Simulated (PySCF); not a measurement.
Order these species by their calculated properties.

All species are isolated and taken at one optimised geometry, non-relativistic unless stated. Electronic properties by PySCF.

Dipoles, sizes and rotational constants follow the conformer. The torsions of the flexible species, by atom-mapped SMILES:
- `[CH:1]#[C:2]/[C:3](=[CH:4]\[F:5])[C:6](=[O:7])[NH:8][CH3:9]`: C2–C3–C6–O7 180°, C3–C6–N8–C9 180°
- `[CH3:1][O:2][c:3]1[cH:4][cH:5][cH:6][cH:7][cH:8]1`: C1–O2–C3–C4 180°
- `[CH3:1][CH2:2][O:3][SiH2:4][F:5]`: C1–C2–O3–Si4 172°, C2–O3–Si4–F5 61°
- `[CH2:1]=[CH:2][CH2:3][c:4]1[cH:5][cH:6][o:7][cH:8]1`: C1–C2–C3–C4 121°, C2–C3–C4–C5 -76°
- `[CH2:1]=[CH:2][C@@H:3]1[O:4][CH:5]=[CH:6][Si@H:7]1[CH3:8]`: C1–C2–C3–O4 -145°
- `[CH2:1]=[CH:2]/[CH:3]=[CH:4]\[CH:5]=[CH:6]/[O:7][SiH3:8]`: C1–C2–C3–C4 180°, C3–C4–C5–C6 180°, C5–C6–O7–Si8 180°
- `[CH3:1][CH2:2]/[CH:3]=[CH:4]\[C:5]#[C:6][CH:7]=[O:8]`: C1–C2–C3–C4 -118°
- `[CH2:1]=[CH:2][SiH2:3][O:4][C:5]1=[CH:6][CH2:7][CH2:8]1`: C1–C2–Si3–O4 178°, C2–Si3–O4–C5 180°, Si3–O4–C5–C6 178°
- `[CH3:1][N:2]([CH3:3])[C:4](=[S:5])[CH:6]([F:7])[F:8]`: C1–N2–C4–S5 3°, N2–C4–C6–F7 -64°
- `[CH2:1]=[C:2]([C:3]#[C:4][SiH2:5][CH3:6])[CH2:7][OH:8]`: C1–C2–C7–O8 128°, H–O8–C7–C2 50°
- `[CH2:1]=[CH:2]/[CH:3]=[CH:4]/[CH:5]=[CH:6]\[O:7][SiH3:8]`: C1–C2–C3–C4 179°, C3–C4–C5–C6 178°, C5–C6–O7–Si8 0°

The conformers of `CC#C[Si@H]1CCCO1`, `OC[C@@]12C=C[C@H]3[C@@H]1[C@H]32`, `N#C[SiH]1SCCS1` and `N#CC1=C[C@H](F)COC1` aren't listed.

Problem. Rank by smallest rotational constant, highest first (GFN2-xTB).
A. `COC1=CC=CC=C1`
B. `C=CCc1ccoc1`
C. `C=C[C@@H]1OC=C[Si@H]1C`
D. `C#C/C(=C\F)C(=O)NC`
E. `C=C/C=C\C=C/O[SiH3]`
F. `C(C)O[SiH2]F`

Solution. F (1.701 GHz), A (1.213 GHz), B (1.095 GHz), C (1.036 GHz), D (0.794 GHz), E (0.485 GHz).

Problem. By how much do the two ends of that ranking differ?

Solution. By 1.216 GHz, between `CCO[SiH2]F` and `C=C/C=C\C=C/O[SiH3]`.

Problem. Rank by lowest singlet excitation, highest first (TDDFT CAM-B3LYP/def2-SVPD at GFN2-xTB geometries).
A. `CC#C[Si@H]1CCCO1`
B. `C#C/C(=C\F)C(=O)NC`
C. `CC/C=C\C#CC=O`
D. `OC[C@@]12C=C[C@H]3[C@@H]1[C@H]32`
E. `C=C[C@@H]1OC=C[Si@H]1C`
F. `C(C)O[SiH2]F`

Solution. F (8.00 eV), E (6.12 eV), A (5.88 eV), D (5.67 eV), B (4.96 eV), C (3.80 eV).

Problem. Rank by lowest triplet excitation (Tamm–Dancoff), lowest first (TDA CAM-B3LYP/def2-SVPD at GFN2-xTB geometries).
A. `C(=C/O[SiH3])/C=C\C=C`
B. `C=C[SiH2]OC1=CCC1`
C. `C#C/C(=C\F)C(=O)NC`
D. `C=C[C@@H]1OC=C[Si@H]1C`
E. `CCO[SiH2]F`
F. `FC(F)C(=S)N(C)C`
G. `N#C[SiH]1SCCS1`

Solution. A (2.49 eV), F (2.89 eV), C (3.34 eV), D (4.11 eV), B (4.28 eV), G (4.93 eV), E (7.66 eV).

Problem. Give the two extremes of that set in kJ/mol.

Solution. `C=C/C=C\C=C/O[SiH3]`: 240 kJ/mol; `CCO[SiH2]F`: 739 kJ/mol.

Problem. Rank by HOMO energy, highest first (CAM-B3LYP/def2-SVPD at GFN2-xTB geometries).
A. `CCO[SiH2]F`
B. `C(=C/F)(/C#C)C(=O)NC`
C. `C=C(C#C[SiH2]C)CO`
D. `C=C[C@@H]1OC=C[Si@H]1C`
E. `N#CC1=C[C@H](F)COC1`
F. `N#C[SiH]1SCCS1`
G. `C=C/C=C\C=C/O[SiH3]`

Solution. G (-6.99 eV), D (-7.95 eV), C (-8.50 eV), B (-8.74 eV), F (-8.89 eV), E (-9.57 eV), A (-10.08 eV).

Problem. Rank by electronic spatial extent ⟨r²⟩ about the centre of nuclear charge, highest first (CAM-B3LYP/def2-SVPD at GFN2-xTB geometries).
A. `C=C(C#C[SiH2]C)CO`
B. `FC(F)C(N(C)C)=S`
C. `CCO[SiH2]F`
D. `C(c1ccoc1)C=C`
E. `C=C/C=C/C=C\O[SiH3]`
F. `CC/C=C\C#CC=O`
G. `COc1ccccc1`

Solution. A (1908 bohr²), E (1884 bohr²), F (1561 bohr²), B (1149 bohr²), D (1087 bohr²), G (975 bohr²), C (716 bohr²).

Problem. Rank by static isotropic polarisability, highest first (CAM-B3LYP/def2-SVPD at GFN2-xTB geometries).
A. `C#C/C(=C\F)C(=O)NC`
B. `N#C[SiH]1SCCS1`
C. `C=C/C=C\C=C/O[SiH3]`
D. `C=C/C=C/C=C\O[SiH3]`
E. `C=C(C#C[SiH2]C)CO`
F. `C=CCc1ccoc1`
G. `C1=C(COC[C@H]1F)C#N`
H. `C[SiH](Cl)Cl`

Solution. C (123.8 au), D (121.9 au), E (107.6 au), B (99.2 au), A (83.9 au), F (82.2 au), G (77.0 au), H (63.9 au).

Problem. By how much do the two ends of that ranking differ?

Solution. By 59.9 au, between `C=C/C=C\C=C/O[SiH3]` and `C[SiH](Cl)Cl`.
